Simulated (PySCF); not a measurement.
# Two-component Hartree-Fock for Tb²⁸⁺ (terbium, charge +28)

Start: [Kr] 4d1; 4d3/2 filled at m_j = +3/2. Calculated with PySCF 2.14 in an uncontracted even-tempered set (17 s from 2.4 bohr⁻², ratio 2.8; 14 p from 3.1 bohr⁻², ratio 2.8; 9 d from 3.1 bohr⁻², ratio 2.8; 3 f from 11 bohr⁻², ratio 3): generalised Hartree-Fock with the X2C-1e Hamiltonian and a Gaussian nucleus; one run each with spin-orbit coupling (SO) switched off, then screened by Boettger's factors.

```csv
spinor shell,electrons,"ε, spin-free (eV)","ε, screened SO (eV)",weight of nominal j (screened SO),"rms radius, screened SO (bohr)"
1s1/2,2,-53239.5,-53229.1,1.000,0.0245
2s1/2,2,-9768.6,-9765.2,1.000,0.0990
2p1/2,2,-8785.9,-9313.5,1.000,0.0846
2p3/2,4,-8785.9,-8560.6,1.000,0.0911
3s1/2,2,-2951.4,-2950.2,1.000,0.253
3p1/2,2,-2641.7,-2754.7,1.000,0.244
3p3/2,4,-2641.7,-2592.5,1.000,0.257
3d3/2,4,-2240.8,-2261.9,1.000,0.229
3d5/2,6,-2240.8,-2225.4,1.000,0.232
4s1/2,2,-1254.2,-1253.8,1.000,0.532
4p1/2,2,-1133.5,-1168.4,0.999,0.539
4p3/2,4,-1133.5,-1117.9,1.000,0.565
4d3/2,1,-992.19,-997.76,1.000,0.556
```

```csv
quantity,spin-free,screened SO
E (hartree),-11315.17055,-11323.52231
M_J,3/2,3/2
⟨J²⟩,4.379,3.751
⟨L²⟩,6.003,6.049
⟨S²⟩,0.751,0.797
```

Each row is a mean over spinors that exchange with the open shell spreads, by up to 10.811 eV (4p1/2).

Breit and QED terms are absent; they matter most for the inner s and p1/2 levels.

Densities and radii are taken from the X2C orbitals without a picture-change correction, which distorts them close to the nucleus.

Without spin-orbit coupling the j labels of p, d and f shells carry no meaning; the spin-free column gives the mean over the occupied spinors of each nl shell, and its ⟨J²⟩ belongs to a mixture of degenerate components.
